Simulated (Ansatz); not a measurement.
Born–Oppenheimer molecular dynamics of H9NOSi2 (13 atoms, charge 0, multiplicity 1). It starts from a rough guess of a transition structure, not a stationary point.

Method: UKS PBE/6-31G in Ansatz.

| Item | Value |
| --- | --- |
| ensemble | NVE (velocity Verlet) |
| time step | 0.5 fs |
| steps asked | 110 |
| starting velocities drawn for | 300 K |
| seed | 115511 |

First frame:

```xyz
13
Properties=species:S:1:pos:R:3
Si -0.156 -0.043 1.258
N 1.246 -1.316 0.301
O -0.664 0.821 -0.011
Si -1.147 1.010 -1.537
H -0.334 0.780 2.450
H -1.120 -1.139 1.445
H 1.893 -0.190 0.660
H 1.601 0.608 1.155
H 1.472 -2.177 0.788
H 1.038 -1.561 -0.661
H -1.254 2.455 -1.705
H -0.146 0.425 -2.434
H -2.429 0.326 -1.709
```

**Question.** What does the run give?

**Answer.** All steps were run.

```json
{
  "steps done": "110",
  "time covered": "55 fs",
  "mean temperature over the second half": "1147 K",
  "spread of the potential energy over the second half": "19.8 meV per atom",
  "mean potential energy of the second half above the start": "-92.8 meV per atom"
}
```

The conserved energy stayed within 0.67 meV per atom of its start (net change -0.49 meV per atom), so the integration is sound. The system heated up, since it started high on the potential surface and ran downhill. A run of 0.055 ps of so small a system gives no equilibrium averages. The orbitals stay closed-shell, which can raise the energy where a bond breaks towards radicals; this wasn't checked here. Limits of this set-up: no polarisation functions.

**Question.** What happens to the structure?

**Answer.** The step under study would form Si1–H8, N2–H7 and break Si1–N2, H7–H8. These pairs go: Si1–H8 1.88 → 1.42 Å, N2–H7 1.35 → 1.04 Å, Si1–N2 2.12 → 3.07 Å, H7–H8 0.98 → 4.10 Å. In the last frame they stand as after the step (other bonds may differ from the relaxed reactants and products). It ends as H3N + H6OSi2. Pairs count as bonded within 1.25 times the sum of covalent radii (0.12 Å more for H–H). The details hang on the random start.

**Question.** How do temperature and energy run in time?

**Answer.** 
```tsv
time (fs)	T (K)	potential energy less start (eV)	conserved less start (meV/atom)
0.0	300	0.000	0.00
1.5	247	0.077	0.11
3.0	334	-0.049	-0.03
4.5	428	-0.183	-0.08
6.0	453	-0.217	0.00
7.5	487	-0.265	0.02
9.0	552	-0.361	-0.14
10.5	518	-0.312	-0.13
12.0	567	-0.377	0.26
13.5	937	-0.912	-0.50
15.0	963	-0.945	-0.22
16.5	799	-0.708	0.08
18.0	811	-0.726	0.11
19.5	1052	-1.071	-0.17
21.0	1188	-1.270	-0.59
22.5	1029	-1.032	0.37
24.0	1231	-1.332	-0.63
25.5	1107	-1.150	-0.18
27.0	856	-0.788	0.16
28.5	889	-0.835	0.13
30.0	1166	-1.235	-0.26
31.5	1231	-1.331	-0.58
33.0	1067	-1.085	0.39
34.5	1315	-1.452	-0.65
36.0	1186	-1.262	-0.14
37.5	993	-0.983	0.15
39.0	1082	-1.111	0.02
40.5	1289	-1.413	-0.49
42.0	1093	-1.131	-0.28
43.5	933	-0.899	0.12
45.0	1107	-1.153	-0.46
46.5	983	-0.972	-0.02
48.0	934	-0.899	0.15
49.5	1165	-1.231	-0.05
51.0	1413	-1.591	-0.66
52.5	1253	-1.352	0.26
54.0	1474	-1.674	-0.38
```

The run took 17 min on 1 thread of Intel(R) Xeon(R) Processor @ 2.50GHz (Skylake/Cascade Lake), with other jobs on the host, peak memory 0.15 GiB.
